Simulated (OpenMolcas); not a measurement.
An atom or ion with 16 electrons was computed by SS-CASPT2, IPEA 0.25 Eh, imaginary shift 0.1 Eh with spin-orbit coupling (OpenMolcas, ANO-RCC-VTZP, DKH2). The lowest levels that the run gave, each within 12 % of the measured value where one is at hand:

| J | Parity | E (cm-1) | g |
| --- | --- | --- | --- |
| 2 | even | 0.0 | 1.501 |
| 1 | even | 369 | 1.501 |
| 0 | even | 538 |  |
| 2 | even | 9590 | 1.000 |
| 0 | even | 22130 |  |

**Question.** Which ion is it, and what are the configurations and terms?

**Answer.** S I (Z = 16, neutral; active space 6 electrons in 4 orbitals (3s 3p)). J, parity and g give the terms where levels are pure, and mixed ones are named by the computed weights; the size of the splittings, set against known spectra of the 16-electron sequence, gives the charge. In order, with the measured energies in cm-1 (NIST Handbook of Basic Atomic Spectroscopic Data): 3s2 3p4 3P2, 3s2 3p4 3P1 (396), 3s2 3p4 3P0 (574), 3s2 3p4 1D2 (9239), 3s2 3p4 1S0 (22180).

Term energies are means over components that CASPT2 splits; among the terms shown or strongly mixed into the levels shown the widest spread is 160 cm-1 (3s2 3p4 1D). No level of 3s 3p5 was computed, though it lies in the active space. Computed and measured levels are paired by configuration, term and J; levels that our copy of the source lacks, or whose pairing is in doubt (as where it misses far off the trend of its configuration), stay unpaired and out of the deviations. Levels of configurations outside the active space are missing.
